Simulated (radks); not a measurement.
Values are calculated unless marked as measured or tabulated.
Q: Level of theory: scalar-relativistic Kohn-Sham, LDA (Slater exchange, Perdew-Wang correlation), spin-polarised, spherical densities, finite nucleus; open shells are filled with parallel spins first (spin-orbit coupling, left out, can overturn this in heavy ions); Fermi nuclear charge, rms radius of each element as measured or else 0.836 A^(1/3) + 0.57 fm (a radial shooting solver on a logarithmic mesh with Libxc functionals). Each species is in its NIST ground configuration. Rank La, Lu, Ho, Sm, Pm, Eu, Nd, Pr, Er, Ce, Yb, Gd, Dy, Tb, Tm by mean radius of the outermost orbital (bohr), largest first.

A: Pr 4.49, Nd 4.44, La 4.43, Pm 4.40, Ce 4.37, Sm 4.35, Eu 4.30, Tb 4.15, Dy 4.09, Gd 4.07, Ho 4.03, Er 3.98, Tm 3.92, Yb 3.87, Lu 3.65.
